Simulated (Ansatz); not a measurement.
`C=[C]([SiH3])[GaH2]` + `OC(O)(F)CF` → `OC(F)([SiH3])CF` + `C=[C](O)[GaH2]`  (formal exchange of groups at the Si–C bond)

Program: Ansatz. Geometries: PBE0-D4/def2-TZVP. ΔE: electronic, gas phase. CBS: MP2 limit from def2 TZ/QZ plus the TZ coupled-cluster correction, frozen cores. DFT in def2-TZVPP. For Ga outer-core shells are correlated without core-valence functions, which leaves a few kJ/mol of doubt a bond. Scalar relativity is left out up to krypton. One conformer a species, not always the lowest.

`C=[C]([SiH3])[GaH2]`:

Z-matrix (Å, degrees):
```
Si
C 1 1.859
H 1 1.489 2 110.4
H 1 1.489 2 110.4 3 -118.5
H 1 1.490 2 110.7 3 120.8
Ga 2 1.963 1 122.9 3 59.7
C 2 1.340 1 120.5 3 -120.4
H 6 1.572 2 116.2 1 -179.9
H 6 1.569 2 121.7 1 0.1
H 7 1.090 2 122.5 1 180.0
H 7 1.091 2 122.6 1 -0.0
```

`OC(O)(F)CF`:

Z-matrix (Å, degrees):
```
C
O 1 1.356
F 1 1.388 2 110.0
O 1 1.371 2 109.9 3 -118.5
C 1 1.518 2 108.3 3 117.3
H 2 0.964 1 108.0 3 74.9
H 4 0.964 1 108.1 2 -177.2
F 5 1.378 1 108.3 2 173.9
H 5 1.091 1 110.2 2 -66.7
H 5 1.091 1 109.2 2 55.4
```

`OC(F)([SiH3])CF`:

```xyz
12

O    -0.745   -1.447    0.326
C    -0.472   -0.140    0.000
F    -1.678    0.571   -0.100
Si    0.517    0.647    1.447
C     0.210   -0.035   -1.347
F    -0.458   -0.835   -2.260
H    -1.079   -1.892   -0.465
H     1.802   -0.078    1.610
H    -0.313    0.544    2.668
H     0.785    2.068    1.110
H     1.240   -0.396   -1.279
H     0.191    0.994   -1.711
```

`C=[C](O)[GaH2]`:

Z-matrix (Å, degrees):
```
C
C 1 1.337
H 1 1.087 2 121.9
H 1 1.082 2 120.0 3 180.0
O 2 1.367 1 118.6 3 -0.0
Ga 2 1.961 1 119.2 3 -180.0
H 5 0.959 2 109.7 1 180.0
H 6 1.575 2 117.6 1 -180.0
H 6 1.562 2 119.3 1 0.0
```

**Question.** Is it downhill or uphill in electronic energy at CCSD(T)/CBS, and by how much? (An estimate is asked.)

**Answer.** Ansatz gave: Uphill: ΔE = +78.4 kJ/mol.

**Question.** What do these levels give: ωB97X-V, B2PLYP, r2SCAN, PBE0, HF/def2-QZVPP, HF/CBS(def2)? (Estimate.)

**Answer.** Computed: ωB97X-V 74.6, B2PLYP 74.3, r2SCAN 71.2, PBE0 73.1, HF/def2-QZVPP 97.6, HF/CBS(def2) 97.5 kJ/mol.

Largest T1 diagnostic among the species: 0.013.

In def2-TZVPP, CCSD(T) changes the Hartree–Fock value by −16.6 kJ/mol (the triples alone add −2.6 kJ/mol) and MP2 by −13.1 kJ/mol. From PBE to PBE0 (25 % exact exchange), in def2-TZVPP and without D4, ΔE moves by +14.0 kJ/mol.
